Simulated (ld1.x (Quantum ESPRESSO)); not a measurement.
Configuration tests for Ba (Z = 56) (TM)

Ba, norm-conserving Troullier–Martins (Kleinman–Bylander form), made with ld1.x (Quantum ESPRESSO) 7.5 (PBEsol, fully relativistic). Core [Xe], reference 5d0 6s1.5 6p0.5. Waves: 6s (bound): rc 4.20 bohr; 6p (bound): rc 4.20 bohr; 5d (bound, empty): rc 3.35 bohr. Local part: all-electron potential smoothed inside 4.15 bohr (lloc = -1). Core correction: none.

Open shells are filled in proportion to 2j + 1 (rel_dist='average').

Energies are relative to the spin-unpolarised reference configuration 5d0 6s1.5 6p0.5; without spin polarisation the order of configurations can differ from experiment.

```json
{"valence configuration": "5d0 6s1 6p0", "charge": "+1", "ΔE all-electron (eV)": "4.367", "error AE − PS (meV)": "-9.2"}
{"valence configuration": "5d0 6s1.5 6p0", "charge": "+0.5", "ΔE all-electron (eV)": "1.133", "error AE − PS (meV)": "-3.3"}
{"valence configuration": "5d0 6s0 6p1", "charge": "+1", "ΔE all-electron (eV)": "6.954", "error AE − PS (meV)": "+64"}
{"valence configuration": "5d1 6s1 6p0", "charge": "0", "ΔE all-electron (eV)": "0.329", "error AE − PS (meV)": "+224"}
{"valence configuration": "5d0 6s1 6p1", "charge": "0", "ΔE all-electron (eV)": "1.030", "error AE − PS (meV)": "+2.2"}
{"valence configuration": "5d0.5 6s1.5 6p0", "charge": "0", "ΔE all-electron (eV)": "-0.371", "error AE − PS (meV)": "+95"}
```

Q: What are ΔE and the potential's error for 5d0 6s2 6p0?

A: ΔE = -1.014 eV all-electron; the error (AE − PS) is +1.9 meV.

ld1.x printed “convergence not achieved” for 6 of the counted tests; their residual had stalled under 1e-8, short of the target of 1e-14.
